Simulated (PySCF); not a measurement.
Compound: C₃H₁₂GeSi.
Atom-mapped SMILES: `[CH3:1][CH:2]([CH3:3])[SiH2:4][GeH3:5]` (hydrogens: H6, H7, H8 on C1; H9 on C2; H10, H11, H12 on C3; H13, H14 on Si4; H15, H16, H17 on Ge5)

Structure used (PBE0-D3(BJ)/def2-SVP), in Å, numbered top down from 1:
```
atom  x, y, z in Å
C1    -0.933    0.739    1.437
C2    -0.973   -0.550    0.620
C3    -1.749   -0.378   -0.685
Si4    0.774   -1.233    0.307
Ge5    2.084    0.273   -0.999
H6    -0.406    0.607    2.395
H7    -1.953    1.093    1.665
H8    -0.424    1.549    0.888
H9    -1.474   -1.330    1.223
H10   -1.810   -1.316   -1.258
H11   -1.279    0.378   -1.336
H12   -2.780   -0.040   -0.488
H13    0.692   -2.542   -0.418
H14    1.476   -1.467    1.610
H15    1.427    0.538   -2.369
H16    3.491   -0.300   -1.253
H17    2.247    1.631   -0.288
```

Computed with PySCF at CAM-B3LYP/def2-SVPD, non-relativistic, on one gas-phase PBE0-D3(BJ)/def2-SVP geometry that isn't relaxed in the solvent. The solvent is an IEF-PCM continuum (Bondi radii, 1.10 Å for H, scaled by 1.2), and excitations are vertical TDDFT with non-equilibrium linear response and a frozen core. The model holds no explicit solvent molecules, cavitation or dispersion. Spin–orbit coupling is left out although an atom past zinc is present.

Gas-phase singlets (H = HOMO, L = LUMO):

```tsv
state	E (eV)	λ (nm)	f	leading configurations
S1	7.122	174	0.029	H→L+1 69%, H→L 10%, H→L+2 10%
S2	7.216	172	0.137	H→L 82%
S3	7.446	167	0.014	H→L+3 89%
S4	7.641	162	0.010	H-1→L+1 52%, H→L+2 22%, H→L+1 10%
S5	7.850	158	0.190	H→L+2 38%, H-1→L+1 30%, H-1→L 11%
```

**Question.** How does the list change in cyclohexane (ε = 2.017)?

**Answer.** 
```tsv
state	E (eV)	λ (nm)	f	leading configurations	change by rank (eV)
S1	7.110	174	0.047	H→L+1 72%, H→L+2 12%	-0.012
S2	7.154	173	0.243	H→L 87%	-0.062
S3	7.414	167	0.025	H→L+3 89%	-0.032
S4	7.623	163	0.023	H-1→L+1 43%, H→L+2 27%, H→L+1 12%	-0.018
S5	7.787	159	0.357	H-1→L+1 41%, H→L+2 41%	-0.063
```

**Question.** Give the list for acetone (ε = 20.49), n² = 1.85.

**Answer.** 
| state | E (eV) | λ (nm) | f | leading configurations | change by rank (eV) |
| --- | --- | --- | --- | --- | --- |
| S1 | 7.130 | 174 | 0.081 | H→L+1 59%, H→L 23%, H→L+2 9% | +0.008 |
| S2 | 7.137 | 174 | 0.194 | H→L 69%, H→L+1 15% | -0.079 |
| S3 | 7.402 | 167 | 0.022 | H→L+3 89% | -0.044 |
| S4 | 7.614 | 163 | 0.028 | H-1→L+1 33%, H→L+2 28%, H→L+1 15% | -0.027 |
| S5 | 7.793 | 159 | 0.356 | H-1→L+1 48%, H→L+2 36% | -0.057 |

**Question.** The ground-state energy changes by -0.034 eV from gas to acetone. By how much does the total energy of gas-phase S2 change?

**Answer.** E(S2) = E(S0) + excitation energy, so it changes by -0.034 − 0.079 = -0.113 eV: it is lowered more than the ground state, which is what a red shift means. This is the vertical state, with the slow part of the continuum still set for S0.

**Question.** How do the frontier levels move from gas to acetone?

**Answer.** 
```csv
orbital,gas (eV),solvent (eV),change (eV),"Löwdin shares, gas","Löwdin shares, solvent"
LUMO+2,1.61,1.70,+0.09,"Ge5 28 %, Si4 25 %, H16 10 %, H14 8 %","Ge5 29 %, Si4 24 %, H16 11 %, H14 7 %"
LUMO+1,1.07,1.24,+0.17,"Si4 23 %, Ge5 10 %, H9 8 %, H14 7 %","Si4 24 %, Ge5 10 %, H14 7 %, H13 7 %"
LUMO,0.90,0.97,+0.07,"Ge5 42 %, Si4 9 %, H16 9 %, H15 9 %","Ge5 45 %, H15 10 %, H17 10 %, Si4 10 %"
HOMO,-9.05,-8.91,+0.14,"Ge5 28 %, Si4 26 %, C2 17 %, H16 5 %","Ge5 26 %, Si4 25 %, C2 19 %, H16 5 %"
HOMO-1,-9.74,-9.58,+0.16,"Si4 26 %, C2 20 %, Ge5 9 %, H13 8 %","Si4 26 %, C2 18 %, Ge5 10 %, H13 8 %"
HOMO-2,-10.52,-10.44,+0.08,"Ge5 25 %, Si4 19 %, H17 14 %, H15 14 %","Ge5 23 %, Si4 20 %, H17 13 %, H15 13 %"
HOMO-3,-10.84,-10.74,+0.10,"Ge5 39 %, H16 30 %, H15 8 %, H17 7 %","Ge5 33 %, H16 26 %, H15 6 %, H17 6 %"
```

The HOMO–LUMO gap goes from 9.95 to 9.89 eV.
